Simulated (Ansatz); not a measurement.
Geometry optimisation, RKS B3LYP/def2-SVP in Ansatz 0.2.0.

Input file:

```yaml
crystal:
  periodic: [false, false, false]
  atoms:
    - { symbol: Si, position_ang: [-0.048375, 0.0, -0.872652] }
    - { symbol: Cl, position_ang: [1.604425, 0.0, 2.019397] }
    - { symbol: H, position_ang: [2.052626, 0.0, 0.762837] }
    - { symbol: Cl, position_ang: [-1.343938, 1.637434, -0.628891] }
    - { symbol: Cl, position_ang: [-1.343938, -1.637434, -0.628891] }
basis:
  gaussian: { orbitals: def2-SVP }
hamiltonian:
  xc: b3lyp
relax:
  f_tol: 0.03
  max_steps: 50
```

Run as:

```bash
$ ansatz run input.yaml --threads 1 --pin off --max-ram 2048MiB --backend cpu --events-out ev --progress --plain --runs-dir out
```

Task: Where does it end, and by what steps?

Result: The forces met the threshold. After 8 steps the energy has fallen by 0.083 eV; H3 moved furthest, 0.60 Å.

```tsv
step	energy less start (eV)	largest force component (eV/Å)	accepted
0	0.0000	1.056	yes
1	-0.0354	0.760	yes
2	-0.0430	0.910	yes
3	-0.0753	0.163	yes
4	-0.0450	0.759	no
5	-0.0808	0.133	yes
6	-0.0819	0.135	yes
7	-0.0824	0.064	yes
8	-0.0827	0.006	yes
```

```xyz
5
Properties=species:S:1:pos:R:3
Si -0.192 0.000 -1.060
Cl 1.452 0.000 1.801
H 2.543 0.000 1.110
Cl -1.441 1.638 -0.599
Cl -1.441 -1.638 -0.599
```

Run time: 24 s on 1 thread of Arm Neoverse V1, on a shared host, peak memory 0.16 GiB.
